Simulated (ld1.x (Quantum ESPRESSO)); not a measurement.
hafnium (Hf): one change to a TM semilocal potential, before and after

ld1.x (Quantum ESPRESSO) 7.5 input, shortened:

```
&input
   title='Hf', zed=72., rel=1, dft='PBE', iswitch=3,
   config='[Xe] 4f14 5d2 6s2 6p0'
 /
 &inputp
   pseudotype=1, tm=.true., lloc=2,
   nlcc=.false.
 /
3
5S  1  0   2.00   0.00  1.20  1.20  0.0
5P  2  1   6.00   0.00  1.40  1.40  0.0
5D  3  2   2.00   0.00  3.05  3.05  0.0
 &test
   configts(1)='5s2 5p6 5d2 6s2 6p0'
 /
```

Occupied shells without a wave of their own: 6s. They enter only through the test configuration that unscreens the potential.

Change: wave 5d (bound): rc 3.05 bohr becomes 5d (bound): rc 2.82 bohr.

Cutoffs: the cutoffs (Ry, on a coarse ladder) from which the occupation-weighted sum of valence levels, in a spherical-Bessel basis at the reference potential, stays within 10 and 1 mRy of its value at 400 Ry; they do not see the model core or the augmentation charge, which bear on the density cutoff. Errors are all-electron minus pseudo energies relative to the spin-unpolarised reference configuration.

Q: How do hardness, ghosts and transferability respond?

A: The potential gets neither clearly harder nor softer (100 Ry and 180 Ry → 100 Ry and 180 Ry); of the 7 tests that both files solve, the error grows in 0 and shrinks in 2 by more than 15 % and 0.3 meV (median size 81.7 → 81.1 meV); neither file shows a bound ghost. A semilocal file is local in each channel, so a ghost entry of none says nothing of the separable form that plane-wave codes build from it.

| quantity | base | changed |
| --- | --- | --- |
| cutoff, loose | 100 Ry | 100 Ry |
| cutoff, tight | 180 Ry | 180 Ry |
| bound ghosts | none | none |
| largest miss of a reference level, eV | 0.06 | 0.06 |
| error for 5s2 5p6 5d2 6s1 6p0, meV [ΔE 7.98 eV] | -82 | -81 |
| error for 5s2 5p6 5d2 6s0 6p0, meV [ΔE 22.16 eV] | -196 | -190 |
| error for 5s2 5p6 5d1 6s0 6p0, meV [ΔE 43.95 eV] | -283 | -281 |
| error for 5s2 5p6 5d1 6s2 6p1, meV [ΔE 1.96 eV] | +34 | +27 |
| error for 5s2 5p5 5d2 6s2 6p0, meV [ΔE 41.02 eV] | -211 | -185 |
| error for 5s2 5p6 5d2 6s1.5 6p0, meV [ΔE 3.25 eV] | -37 | -37 |
| error for 5s2 5p6 5d1 6s2 6p0, meV [ΔE 6.50 eV] | +5.3 | +0.1 |

Base: The 6s level has no wave, so the channel is fitted at the deeper level alone: the likely source of the large errors. Changed file: The 6s level has no wave, so the channel is fitted at the deeper level alone: the likely source of the large errors.
